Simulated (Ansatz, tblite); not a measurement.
Removing and adding an electron: Pb₄O₃. Charge 0, multiplicity 1. Geometry: PBE-D4/def2-SVP. Ansatz, gas phase; energy differences of separate SCF runs; the oxidised species was run as a doublet alone; the reduced species was run as a doublet alone.

```xyz
7

Pb    1.0396    1.8957    0.1187
Pb   -0.9835   -0.3482   -1.5591
Pb   -1.0822    0.0236    1.8753
Pb    1.6084   -1.3651    0.4880
O    -1.1677    1.3202   -0.0036
O    -0.6580   -1.6019    0.3274
O     1.2435    0.0757   -1.2468
```

In the def2 sets Pb takes a core potential; there is no spin–orbit coupling. The xTB rows come from tblite. HOMO above LUMO, or a gap near zero within one spin, warns that the state may not be the lowest or that an electron is smeared out. The structure comes from a short search, and lower isomers may exist.

Problem. Estimate orbital energies and vertical ionisation energies and electron affinities at: GFN1-xTB; GFN2-xTB; PBE-D4/def2-SVP; PBE-D4/def2-TZVP; PBE0-D4/def2-SVP; PBE0-D4/def2-TZVP.

Solution. 
```
            level  −HOMO (eV)  vertical IE (eV)  −LUMO (eV)  vertical EA (eV)  HOMO–LUMO gap (eV)  IE − EA (eV)                                                                                                            remarks
         GFN1-xTB        6.68              9.30        3.89              1.49                2.79          7.81                                                                                                                  –
         GFN2-xTB        8.12             10.71        5.24              2.83                2.89          7.88                                                                                                                  –
  PBE-D4/def2-SVP        4.04                 –        2.22              0.30                1.82             –  HOMO above zero (-1 doublet), gap within one spin near zero (-1 doublet), restricted SCF unstable in HF (singlet)
 PBE-D4/def2-TZVP        4.09              6.26        2.32                 –                1.77             –                                                                                                                  –
 PBE0-D4/def2-SVP        4.70                 –        1.55              0.20                3.15             –                                              HOMO above zero (-1 doublet), restricted SCF unstable in HF (singlet)
PBE0-D4/def2-TZVP        4.72              6.24        1.65                 –                3.08             –                                                                            restricted SCF unstable in HF (singlet)
```

   A HOMO above zero means that the electron is unbound at that level or that self-interaction error raises the level; the energy of removing that electron tells which. Raw xTB energy differences between charge states are shifted by several eV; the methods need an empirical correction for them. Sets without diffuse functions give affinities that are too small.
